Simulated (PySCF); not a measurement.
## Excitation energy of Au by level of theory

Au [Xe] 4f14 5d10 6s1 (2S) → Au [Xe] 4f14 5d10 6d1 (2D), as a difference of total energies. Computed with PySCF 2.14 in aug-cc-pVTZ-PP with ECP60MDF (6s6p5d3f2g, 88 functions), with scalar relativity through the core potential. Correlated levels: valence: 5s2 5p6 frozen. The calculations carry no spin-orbit coupling.

```json
{"method": "UHF", "excitation energy (cm⁻¹)": "55744"}
{"method": "LDA", "excitation energy (cm⁻¹)": "68795"}
{"method": "PBE", "excitation energy (cm⁻¹)": "64751"}
{"method": "PBE0", "excitation energy (cm⁻¹)": "63357"}
{"method": "r2SCAN", "excitation energy (cm⁻¹)": "65898"}
{"method": "TPSSh", "excitation energy (cm⁻¹)": "63592"}
{"method": "PW91", "excitation energy (cm⁻¹)": "65348"}
{"method": "B97-3", "excitation energy (cm⁻¹)": "62034"}
{"method": "BP86", "excitation energy (cm⁻¹)": "65395"}
{"method": "MP2 (valence)", "excitation energy (cm⁻¹)": "67021"}
{"method": "SCS-MP2 (valence)", "excitation energy (cm⁻¹)": "65554"}
```

The promoted electron is Rydberg-like, and one or two diffuse shells describe it only roughly, which tends to raise the upper state.
